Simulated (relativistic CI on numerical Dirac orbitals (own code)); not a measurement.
# Slater and spin-orbit integrals, Dy²⁷⁺

Computed by Dirac-Coulomb-Breit CI, separate exchange-only KLI orbitals for each configuration, QED by a radiative potential, unscaled Slater integrals (own radial code, finite nucleus).

Slater integrals F^k, G^k are unscaled and averaged over j, outside the closed core [Ar] 3d10; ζ comes from projecting the Hamiltonian with its Breit term on Σ l·s of the shell.

- 4s2 4p6 4d3: F^2(4d,4d) = 196650, F^4(4d,4d) = 133800, ζ(4d) = 30646 cm⁻¹; <r>(4d) = 0.5127, <r^2>(4d) = 0.3002 (bohr units).
- 4s2 4p5 4d4: ζ(4p) = 251220, F^2(4d,4d) = 196610, F^4(4d,4d) = 133770, F^2(4p,4d) = 199030, G^1(4p,4d) = 248690, G^3(4p,4d) = 158850, ζ(4d) = 30517 cm⁻¹; <r>(4p) = 0.5047, <r^2>(4p) = 0.2879, <r>(4d) = 0.5127, <r^2>(4d) = 0.3003 (bohr units).
- 4s2 4p6 4d2 4f: F^2(4d,4d) = 196530, F^4(4d,4d) = 133710, ζ(4d) = 30627, F^2(4d,4f) = 196510, F^4(4d,4f) = 128500, G^1(4d,4f) = 208560, G^3(4d,4f) = 142300, G^5(4d,4f) = 104140, ζ(4f) = 4416.4 cm⁻¹; <r>(4d) = 0.5131, <r^2>(4d) = 0.3007, <r>(4f) = 0.4937, <r^2>(4f) = 0.2772 (bohr units).

Question: Give the Racah parameters of the d shell in 4s2 4p6 4d3.

Answer: B = F²/49 − 5F⁴/441 = 2496 cm⁻¹ and C = 35F⁴/441 = 10619 cm⁻¹.

Averages of the first 10 configurations, taken without configuration mixing, which lowers the lowest level and can move excited configurations by several eV; other configurations of the list can lie among them:

```
   Configuration  Parity  States  Average energy above the lowest level (eV)
     4s2 4p6 4d3    even     120                                        20.2
     4s2 4p5 4d4     odd    1260                                       175.4
  4s2 4p6 4d2 4f     odd     630                                       183.1
      4s 4p6 4d4    even     420                                       295.3
   4s 4p6 4d3 4f     odd    3360                                       456.4
  4s2 4p6 4d2 5s    even      90                                       318.0
4s2 4p6 4d 4f 5s     odd     280                                       481.1
  4s2 4p6 4d2 5p     odd     270                                       366.2
  4s2 4p6 4d2 5d    even     450                                       433.3
  4s2 4p5 4d3 5s     odd    1440                                       472.0
```
